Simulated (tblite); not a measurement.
Species: CH8AsGa.
Structure used (GFN2-xTB), in Å, numbered top down from 1:
```xyz
11
CH8AsGa angstrom
C     -1.3562    0.6764   -0.0220
As    -0.3839   -1.0204   -0.0505
Ga     2.0399    0.0775    0.0455
H     -2.4390    0.5454   -0.0189
H     -1.0631    1.2612   -0.8971
H     -1.0539    1.2340    0.8677
H     -1.1836   -1.7146    1.0065
H     -1.1856   -1.6818   -1.1278
H      1.8025    0.9379   -1.2362
H      1.7587    0.7668    1.4191
H      3.0696   -1.0797   -0.0124
```

Computed with GFN2-xTB (tblite): harmonic, unscaled wavenumbers at the GFN2-xTB geometry, gas phase. Against measured fundamentals such values can be off by several per cent, at times by over 20. Modes of hydrogen on arsenic and gallium can be 10 to 20 % off. The optimisation stopped once no atom felt more than 0.01 eV/Å.

Lowest wavenumbers of the output (negative numbers stand for imaginary wavenumbers):
```
mode    cm-1
  1     -71.8
  2      76.5
  3     122.9
  4     129.0
  5     182.2
  6     357.1
  7     396.8
  8     564.3
  9     588.4
 10     626.5
 11     665.8
 12     694.0
 13     701.7
 14     867.6
 15     896.9
```

Task: Is this structure a minimum?

Result: No. 1 mode is imaginary beyond 20i (72i cm⁻¹), so at this level the point lies at or near a first-order saddle.

Task: Which atoms move in the imaginary mode?

Result: 72i: H6 (methyl hydrogen) 17 %, H5 (methyl hydrogen) 16 %, H8 (hydrogen on arsenic) 14 %, H7 (hydrogen on arsenic) 14 %. These are shares of the mass-weighted motion.

Task: What is the remedy?

Result: Step along that mode in both directions, optimise again with tighter thresholds and repeat the frequencies. The zero-point energy of this point (42.5 kcal/mol) counts the 26 real modes alone, and thermal corrections from it aren't those of a minimum.
